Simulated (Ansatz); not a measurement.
Single points on [Cu(NH3)3]+ (CuN3H9⁺).

```yaml
crystal:
  periodic: [false, false, false]
  atoms:
    - {symbol: Cu, position_ang: [-0.004436, -0.002600, -0.002865]}
    - {symbol: N, position_ang: [2.036943, -0.008124, -0.013055]}
    - {symbol: H, position_ang: [2.465365, -0.945138, -0.049646]}
    - {symbol: H, position_ang: [2.443105, 0.441592, 0.821943]}
    - {symbol: H, position_ang: [2.437735, 0.503116, -0.814473]}
    - {symbol: N, position_ang: [-1.008531, 1.773599, -0.002717]}
    - {symbol: H, position_ang: [-1.585944, 1.907019, 0.841812]}
    - {symbol: H, position_ang: [-1.664920, 1.865633, -0.793245]}
    - {symbol: H, position_ang: [-0.407174, 2.609531, -0.052844]}
    - {symbol: N, position_ang: [-1.028854, -1.765784, 0.013236]}
    - {symbol: H, position_ang: [-2.054968, -1.668316, -0.009173]}
    - {symbol: H, position_ang: [-0.830367, -2.337249, 0.848971]}
    - {symbol: H, position_ang: [-0.797943, -2.373299, -0.787953]}
basis:
  gaussian: {orbitals: def2-TZVP, initial_orbitals: start.molden}
total_charge: 1
hamiltonian: {xc: {name: CAM-B3LYP}, dispersion: d4}
scf: {omitted_lower_state_checks: [starts]}
output: {orbitals: {seedname: orbitals}}
```

The file start.molden holds the orbitals of an earlier run on this structure, at another level or in another basis.

```sh
$ ansatz run in.yaml --threads 4 --pin off --events-out ev --progress --plain --max-ram 3916MiB
```

Shortened log:

```
Functional definition: CAM-B3LYP
1403 factors; their error is unknown
392 factors; integrals over basis functions are off by at most 1.4e-5 eV
mean field evaluation 1: about -49257.4686 eV, gradient 7.0e0 eV
mean field evaluation 2: about -49257.5376 eV, gradient 5.2e-2 eV
mean field evaluation 4: about -49257.5449 eV, gradient 1.9e-4 eV
mean field -49257.54488523 eV, -1810.1813865689 hartree, gradient 1.4e-5 eV, S^2 0.000000; 0 other end points of the search recorded, 0 dependent functions left out
reference -49257.54502171 eV, -1810.1813915847 hartree; 29, 29 occupied and 163, 163 virtual orbitals, 1403 factors
Total energy: -49257.69814723 eV, -1810.1870188436 hartree
Checks for a lower state left out: starts
```

It took 2.9 s on 4 threads of Arm Neoverse V1 on a shared host.

As the first input, with `hamiltonian: {xc: {name: r2SCANh}, dispersion: d4}` (abridged; 3.9 s):

```
Functional definition: r2SCANh
mean field -49252.92231239 eV, -1810.0115101505 hartree, gradient 2.5e-5 eV, S^2 0.000000
Total energy: -49252.97199116 eV, -1810.0133358115 hartree
Checks for a lower state left out: starts
```

First input, but with `gaussian: {orbitals: 6-31G}`, `hamiltonian: {xc: {name: B3LYP}, dispersion: d4}` (abridged; 1.1 s):

```
Functional definition: B3LYP
mean field evaluation 16: about -49246.2853 eV, gradient 1.1e-2 eV
mean field -49246.28531586 eV, -1809.7676050267 hartree, gradient 1.9e-5 eV, S^2 0.000000
Total energy: -49246.56651509 eV, -1809.7779389079 hartree
Checks for a lower state left out: starts
```

First input, but with `gaussian: {orbitals: def2-SVP, initial_orbitals: start.molden}`, `hamiltonian: {xc: pbe0, dispersion: d4}` (abridged; 1.5 s):

```
Functional definition: PBE0
mean field -49232.87999920 eV, -1809.2749687259 hartree, gradient 6.4e-5 eV, S^2 0.000000
Total energy: -49233.03068906 eV, -1809.2805064763 hartree
Checks for a lower state left out: starts
```

As the first input, with `hamiltonian: {xc: {name: LC-wPBE}}` (abridged; 2.2 s):

```
Functional definition: LC-wPBE
mean field -49248.77687482 eV, -1809.8591681299 hartree, gradient 1.4e-5 eV, S^2 0.000000
Total energy: -49248.77687483 eV, -1809.8591681301 hartree
Checks for a lower state left out: starts
```

The first input with `hamiltonian: {xc: {name: PBE-QIDH}}`, `correlation: {frozen_orbitals: {Cu: 9, H: 0, "N": 1}}` and without the key `output` (abridged; 4.2 s):

```
Functional definition: PBE-QIDH
mean field -49224.95557453 eV, -1808.9837514907 hartree, gradient 1.9e-6 eV, S^2 0.000000
12 core orbitals not correlated: weight in the atoms' cores, before any rotation towards them, 1.000 or more for the frozen orbitals, at most 0.000 for the correlated occupied ones
second order -34.12187634 eV of doubles, -0.00000000 eV of singles
Total energy: -49236.32954560 eV, -1809.4017372180 hartree
Checks for a lower state left out: starts
```

The first input with `gaussian: {orbitals: 6-31G}`, `hamiltonian: {xc: hf}` (abridged; 0.4 s):

```
Functional definition: HF
mean field -49172.32019326 eV, -1807.0494369065 hartree, gradient 2.1e-5 eV, S^2 0.000000
Total energy: -49172.32019326 eV, -1807.0494369065 hartree
Checks for a lower state left out: starts
```

Geometry: PBE-D4/def2-SVP.

The 6-31G sets use Cartesian d functions. LC-ωPBE has ω = 0.4 bohr⁻¹. B3LYP takes the VWN-RPA correlation. Correlated methods freeze 12 core orbitals. At PBE-QIDH/def2-TZVP the test of the restricted singlet for broken spin symmetry was undecided.
